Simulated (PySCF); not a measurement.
Compound: 2-methylnaphthalene, C11H10.
Numbering: `[CH3:1][c:2]1[cH:3][cH:4][c:5]2[cH:6][cH:7][cH:8][cH:9][c:10]2[cH:11]1` (hydrogens: H12, H13, H14 on C1; H15 on C3; H16 on C4; H17 on C6; H18 on C7; H19 on C8; H20 on C9; H21 on C11)

Method: PySCF 2.14.0, PBE0-D3(BJ)/def2-SVP geometry optimisation, gas phase; density fitting, grid level 1; the optimiser is geomeTRIC in internal coordinates, started from a GFN2-xTB structure with every atom displaced at random (about 0.01 Å).

Step 0: E = -11548.9310 eV
```
atom  x, y, z in Å  |  force x, y, z in eV/Å
C1     -3.2047   -0.6398   -0.7055   -1.403   2.117  -0.198
C2     -1.8536   -0.1579   -0.3427   -0.296   0.166   0.071
C3     -1.6841    1.1681    0.1015    2.658   0.159   0.509
C4     -0.3942    1.6344    0.4529   -3.032   0.089  -0.450
C5      0.7041    0.7911    0.3558    0.892   0.482   0.388
C6      1.9966    1.2491    0.7013    0.555  -0.438  -0.057
C7      3.0845    0.4027    0.6097   -0.864   0.559  -0.028
C8      2.9188   -0.9130    0.1689   -0.827  -0.282   0.013
C9      1.6586   -1.3733   -0.1454    0.336  -0.258  -0.242
C10     0.5295   -0.5396   -0.0715   -0.337  -0.421  -0.218
C11    -0.7699   -0.9839   -0.4191    0.690  -0.128  -0.022
H12    -3.2127   -1.6549   -1.0141   -0.048  -1.334  -0.394
H13    -3.6444    0.0013   -1.5390    0.444  -0.711   0.680
H14    -3.9183   -0.5023    0.1425    0.308  -0.213  -0.289
H15    -2.5309    1.8083    0.1797   -0.822   0.710   0.086
H16    -0.2986    2.6631    0.8072    0.192   0.006  -0.008
H17     2.1288    2.2755    1.0374   -0.024   0.160   0.056
H18     4.0552    0.7595    0.8721    0.904   0.320   0.237
H19     3.7602   -1.5774    0.1105    0.572  -0.398  -0.088
H20     1.5014   -2.3898   -0.4978    0.104  -0.261  -0.008
H21    -0.8955   -2.0000   -0.7786   -0.004  -0.324  -0.036
```

Step 1: E = -11549.1153 eV
```
atom  x, y, z in Å  |  force x, y, z in eV/Å
C1     -3.2403   -0.6098   -0.7337    0.146  -0.403  -0.111
C2     -1.8770   -0.1674   -0.2939    0.037   0.074   0.108
C3     -1.6822    1.1684    0.1519   -0.162   0.146   0.243
C4     -0.4415    1.6319    0.5177    0.134  -0.126  -0.171
C5      0.7066    0.7985    0.4070   -0.193  -0.003   0.047
C6      2.0136    1.2512    0.7120   -0.029   0.107   0.030
C7      3.0981    0.4185    0.5732    0.155   0.020   0.029
C8      2.9204   -0.9122    0.1306    0.130  -0.060   0.036
C9      1.6636   -1.3844   -0.1623   -0.070   0.003  -0.023
C10     0.5252   -0.5471   -0.0369    0.038   0.026  -0.015
C11    -0.7791   -0.9982   -0.3608   -0.067  -0.028  -0.119
H12    -3.2759   -1.7030   -0.9040   -0.037   0.222   0.205
H13    -3.4496   -0.1551   -1.7085   -0.239   0.184  -0.167
H14    -4.0444   -0.3175   -0.0356    0.152  -0.039  -0.064
H15    -2.5565    1.8301    0.2332    0.166  -0.092  -0.042
H16    -0.3094    2.6564    0.8738   -0.038   0.027  -0.003
H17     2.1456    2.2827    1.0517    0.005  -0.023  -0.002
H18     4.1040    0.7866    0.8035   -0.095  -0.051  -0.020
H19     3.7894   -1.5695    0.0258   -0.050   0.052  -0.002
H20     1.5227   -2.4107   -0.5101    0.008  -0.024   0.011
H21    -0.9019   -2.0284   -0.7088    0.007  -0.013   0.030
```

**Question.** Estimate the geometry and energy of step 2. (The exact step hangs on the optimiser's Hessian estimate; all steps are aligned on step 1, rigid shifts and turns removed.)

**Answer.** E = -11549.1356 eV, largest force 0.187 eV/Å
```
atom  x, y, z in Å  |  force x, y, z in eV/Å
C1     -3.2410   -0.6171   -0.7243    0.061  -0.055  -0.168
C2     -1.8724   -0.1588   -0.3157   -0.002   0.016  -0.023
C3     -1.6812    1.1732    0.1458   -0.033  -0.050   0.008
C4     -0.4349    1.6354    0.4856    0.055   0.031   0.033
C5      0.7087    0.8005    0.3865   -0.047   0.032  -0.019
C6      2.0114    1.2519    0.7166    0.007  -0.036  -0.005
C7      3.0956    0.4130    0.5985    0.016   0.017   0.011
C8      2.9224   -0.9163    0.1486   -0.016   0.002   0.007
C9      1.6689   -1.3818   -0.1756   -0.012   0.002  -0.001
C10     0.5308   -0.5410   -0.0692    0.033  -0.013  -0.003
C11    -0.7729   -0.9861   -0.4079   -0.020   0.002   0.011
H12    -3.2770   -1.7071   -0.8700   -0.002   0.035   0.051
H13    -3.5325   -0.1539   -1.6845   -0.018   0.008   0.088
H14    -4.0022   -0.3383    0.0178   -0.040   0.008   0.040
H15    -2.5492    1.8335    0.2353    0.020  -0.008  -0.021
H16    -0.3047    2.6610    0.8410   -0.008   0.009  -0.001
H17     2.1402    2.2805    1.0642    0.001  -0.005  -0.002
H18     4.0958    0.7727    0.8518   -0.001  -0.006   0.002
H19     3.7902   -1.5744    0.0594   -0.002   0.003  -0.001
H20     1.5321   -2.4088   -0.5246    0.005  -0.002   0.001
H21    -0.8970   -2.0170   -0.7535    0.002   0.009  -0.008
```

The energy changes by -0.0202 eV. The first-order estimate −F·Δx gives -0.0365 eV and the mean of the old and new forces, exact on a quadratic surface, -0.0206 eV. The step makes an angle of 76° with the force vector and moves no atom by more than 0.086 Å.

The cost below is that of the whole optimisation. Time: 4.7 min of wall time; peak memory 0.88 GiB. Hardware: one thread, Arm Neoverse V2 (aarch64), shared host with 96 logical CPUs at a one-minute load of 31.
